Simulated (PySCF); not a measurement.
Species: C₆H₁₁N₂ (charge +1).
Z-matrix (Å and degrees, GFN2-xTB geometry), rows numbered from 1:
```
C 
C   1  1.5252
N   2  1.4480  1  110.65
C   3  1.3606  2  125.74  1   -88.80
C   4  1.3621  3  107.36  2   176.97
N   5  1.3620  4  107.27  3    -0.32
C   6  1.4384  5  125.17  4   179.99
C   6  1.3298  5  107.94  4     0.08
H   1  1.0869  2  110.94  3   -61.09
H   1  1.0854  2  109.39  3   179.43
H   1  1.0868  2  110.92  3    59.96
H   2  1.0916  1  110.33  3   120.17
H   2  1.0914  1  110.21  3  -119.56
H   4  1.0711  3  122.62  2    -3.34
H   5  1.0712  4  130.16  3   179.52
H   7  1.0908  6  110.05  5    59.89
H   7  1.0875  6  110.08  5  -179.78
H   7  1.0906  6  110.05  5   -59.55
H   8  1.0729  3  125.10  2     3.35
```

Structure optimised with GFN2-xTB, isolated species.

Masses are those of the commonest isotopes; rigid-rotor values at the optimised geometry. The values belong to one conformer with, in the numbering `[CH3:1][CH2:2][n+:3]1[cH:4][cH:5][n:6]([CH3:7])[cH:8]1`, C1–C2–N3–C4 -89°.

(1) What are A, B and C (MHz)?

(2) Classify the top.

(3) Is it planar, by Δ = Ic − Ia − Ib?

(4) Give the coordinates in the principal-axis frame, origin at the centre of mass.

(5) Where do the levels up to J = 4 lie, in K?

(6) Estimate the classical rotational partition function at 10 K, 25 K and 500 K.

## Answers

(1) Ia = 97.99, Ib = 384.19, Ic = 437.70 u·Å²; 505379 MHz·u·Å²/I gives A = 5157, B = 1315, C = 1155 MHz.

(2) A near-prolate asymmetric top; Ray's κ = -0.920.

(3) Not planar: Δ = Ic − Ia − Ib = -44.48 u·Å². For a rigid frame Δ = −2 Σ m c², so Σ m c² = 22.24 u·Å² lies off the ab plane: 8.62 from hydrogen and 13.63 from heavier atoms. The atom farthest from that plane is 1.44 Å away.

(4) The sense of each axis is arbitrary; atoms in the order of the calculation.
| atom | mass (u) | a (Å) | b (Å) | c (Å) |
| --- | --- | --- | --- | --- |
| C1 | 12.000 | -2.780 | -0.497 | 0.729 |
| C2 | 12.000 | -2.062 | -0.153 | -0.572 |
| N3 | 14.003 | -0.661 | 0.121 | -0.326 |
| C4 | 12.000 | -0.131 | 1.335 | -0.015 |
| C5 | 12.000 | 1.201 | 1.153 | 0.203 |
| N6 | 14.003 | 1.462 | -0.172 | 0.029 |
| C7 | 12.000 | 2.755 | -0.787 | 0.167 |
| C8 | 12.000 | 0.320 | -0.776 | -0.287 |
| H9 | 1.008 | -2.353 | -1.387 | 1.184 |
| H10 | 1.008 | -3.828 | -0.688 | 0.522 |
| H11 | 1.008 | -2.715 | 0.325 | 1.437 |
| H12 | 1.008 | -2.135 | -0.983 | -1.277 |
| H13 | 1.008 | -2.507 | 0.735 | -1.025 |
| H14 | 1.008 | -0.720 | 2.229 | 0.024 |
| H15 | 1.008 | 1.961 | 1.862 | 0.462 |
| H16 | 1.008 | 3.135 | -0.634 | 1.178 |
| H17 | 1.008 | 2.684 | -1.854 | -0.029 |
| H18 | 1.008 | 3.458 | -0.341 | -0.537 |
| H19 | 1.008 | 0.206 | -1.825 | -0.486 |

(5) Above 0(0,0), as E/k:
J = 1: 1(0,1) 0.119, 1(1,1) 0.303, 1(1,0) 0.311
J = 2: 2(0,2) 0.355, 2(1,2) 0.532, 2(1,1) 0.555, 2(2,1) 1.109, 2(2,0) 1.109
J = 3: 3(0,3) 0.710, 3(1,3) 0.876, 3(1,2) 0.923, 3(2,2) 1.464, 3(2,1) 1.465, 3(3,1) 2.406, 3(3,0) 2.406
J = 4: 4(0,4) 1.182, 4(1,4) 1.334, 4(1,3) 1.412, 4(2,3) 1.938, 4(2,2) 1.942, 4(3,2) 2.880, 4(3,1) 2.880, 4(4,1) 4.197, 4(4,0) 4.197
The levels of one J sum to (2J + 1)J(J + 1)(A + B + C)/3.

(6) Point group C1, symmetry number σ = 1; q = (√π/σ)·√((kT/h)³/(ABC)), k/h = 20836.6 MHz/K: 1900 at 10 K, 7530 at 25 K, 673000 at 500 K.

Stationary, but not proved a minimum. No vibrational averaging or centrifugal distortion is included, and the geometry carries the error of its method.

These are computed values.
